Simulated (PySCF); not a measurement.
Strontium: a sound run and one with changed settings

Sound run: Sr+ [Kr] 5s1, Sr(2+) [Kr]. All numbers are calculated (PySCF 2.14, scalar relativity through the core potential, in def2-SVP with the def2 core potential (28 electrons) (4s3p2d, 23 functions)). The sound run starts from symmetry-adapted Hartree-Fock orbitals and uses a fine grid where one is needed.

Changed run: basis STO-3G, all-electron and non-relativistic. This setting is unsound on purpose.

```tsv
species	method	sound run (hartree)	changed run (hartree)	converged
Sr+	UHF	-30.16456	-3099.06918	yes
Sr+	M06-2X	-30.39959	-3100.54119	yes
Sr+	LDA	-30.35466	-3096.34909	yes
Sr(2+)	UHF	-29.78096	-3098.74850	yes
Sr(2+)	M06-2X	-29.99548	-3100.18510	yes
Sr(2+)	LDA	-29.93904	-3095.97750	yes
```

Ionisation energy of Sr+:

```json
{"method": "UHF", "sound run (eV)": "10.438", "changed run (eV)": "8.726"}
{"method": "M06-2X", "sound run (eV)": "10.996", "changed run (eV)": "9.690"}
{"method": "LDA", "sound run (eV)": "11.310", "changed run (eV)": "10.112"}
```

A minimal basis cannot let orbitals breathe on ionisation and holds almost no correlation. The Hamiltonian changed with the basis, so the totals do not compare.

For comparison, NIST gives 11.030 eV between the lowest levels.
